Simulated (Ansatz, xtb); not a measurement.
## Isomers of ClH3NOSi+ in order of energy

4 gas-phase structures of ClH3NOSi+, found in a search over its isomers (lower ones may exist). Each was relaxed with GFN2-xTB:

A. `[NH3+][Si](=O)Cl`, a singlet
B. `[NH2+]=[Si](O)Cl`, a singlet
C. `NO[SiH+]Cl`, a singlet
D. `[H]/N=[Si](/[OH2+])Cl`, a singlet

**Question.** Which do you expect lowest at r2SCAN-D4/def2-SVP, and how would the others follow?

**Answer.** Calculated order at r2SCAN-D4/def2-SVP: B (0.000), A (1.279), D (2.582), C (3.825) eV.

Energies above the lowest of each column, in eV; the last columns are at PBE0-D3(BJ)/def2-SVP geometries and were run for some of them only (a dash: not run or not comparable):

```
structure  GFN2-xTB  HF/STO-3G  r2SCAN-D4/def2-SVP  PBE0-D3(BJ)/def2-SVP  CCSD(T)/def2-TZVP
        B     0.000      0.000               0.000                 0.000              0.000
        A     0.535      1.444               1.279                 1.326              1.268
        D     1.707      2.719               2.582                 2.499              2.593
        C     2.611      2.435               3.825                     –                  –
```

Every level run on B puts it lowest or level with the lowest. Flexible structures stand in one conformer each, not always the lowest. Frequencies (PBE0-D3(BJ)/def2-SVP) were run for A, B, D alone.

Over these structures GFN2-xTB departs from r2SCAN-D4/def2-SVP by 0.354 eV on average once a common shift is removed. A GFN2-xTB relaxation took about 0.36 s and the r2SCAN-D4/def2-SVP energy about 3.6 s on a shared host (Ansatz 0.2.0, xtb 6.7.1).
